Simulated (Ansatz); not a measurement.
A nudged elastic band was laid between two geometries of BF2H3OSi (8 atoms, charge 0, multiplicity 1).

Theory: RKS B3LYP-D4/def2-SVP (Ansatz 0.2.0).

| Item | Value |
| --- | --- |
| movable images | 5 |
| climbing image | yes |
| spring | 5.0 eV/Å² |
| optimiser | quadratic models (default) |
| start path | through a guess of the saddle point |
| force threshold | 0.05 eV/Å |
| iteration limit | 34 |
| end points | relaxed |

First end point:

```xyz
8
Properties=species:S:1:pos:R:3
F 1.663 -1.960 1.073
B 0.599 -1.276 0.687
F -0.598 -1.797 0.947
O 0.733 -0.100 0.056
Si -0.355 1.026 -0.570
H -1.217 1.549 0.525
H 0.460 2.119 -1.155
H -1.192 0.383 -1.619
```

Last end point:

```xyz
8
Properties=species:S:1:pos:R:3
F 0.333 -2.167 -0.165
B 0.535 -1.267 0.792
F 1.043 -1.696 1.936
O 0.244 0.030 0.623
Si -0.384 1.040 -0.566
H -1.622 1.659 -0.026
H 0.632 2.084 -0.854
H -0.688 0.258 -1.795
```

What changes between the two ends?

No bond is made or broken. The dihedral F1–B2–O4–Si5 goes from 180 to 0°.

What energy profile does the band end with?

The run converged. The highest image is number 5 of 0 to 6, 1.7 kcal/mol above the first end and 1.5 kcal/mol above the last; the last end lies 0.2 kcal/mol above the first. Beside the main top the profile has a ripple of under 15 meV (maxima at images 1, 5), which may be a very shallow well or noise. The dihedral F1–B2–O4–Si5 jumps by 95° between images 4 and 5, so the path isn't resolved there. A vibrational analysis at the climbing image gives one clearly imaginary mode, 75i cm⁻¹: a first-order saddle point.

```json
{"image": "0", "path coordinate (Å)": "0.00", "energy (kcal/mol)": "0.0", "dihedral F1–B2–O4–Si5 (°)": "180"}
{"image": "1", "path coordinate (Å)": "1.12", "energy (kcal/mol)": "0.2", "dihedral F1–B2–O4–Si5 (°)": "-180"}
{"image": "2", "path coordinate (Å)": "2.23", "energy (kcal/mol)": "0.1", "dihedral F1–B2–O4–Si5 (°)": "-180"}
{"image": "3", "path coordinate (Å)": "3.35", "energy (kcal/mol)": "0.1", "dihedral F1–B2–O4–Si5 (°)": "-179"}
{"image": "4", "path coordinate (Å)": "4.47", "energy (kcal/mol)": "0.2", "dihedral F1–B2–O4–Si5 (°)": "-178"}
{"image": "5", "path coordinate (Å)": "5.59", "energy (kcal/mol)": "1.7", "dihedral F1–B2–O4–Si5 (°)": "-83"}
{"image": "6", "path coordinate (Å)": "6.80", "energy (kcal/mol)": "0.2", "dihedral F1–B2–O4–Si5 (°)": "0"}
```

What is the geometry of the highest image?


```xyz
8
Properties=species:S:1:pos:R:3
F -0.010 -2.506 0.626
B 0.610 -1.341 0.763
F 1.812 -1.357 1.322
O 0.040 -0.199 0.372
Si -0.476 1.062 -0.581
H -1.475 1.838 0.198
H 0.686 1.922 -0.932
H -1.094 0.523 -1.823
```

The run took 10 min on 1 CPU thread of a shared host.
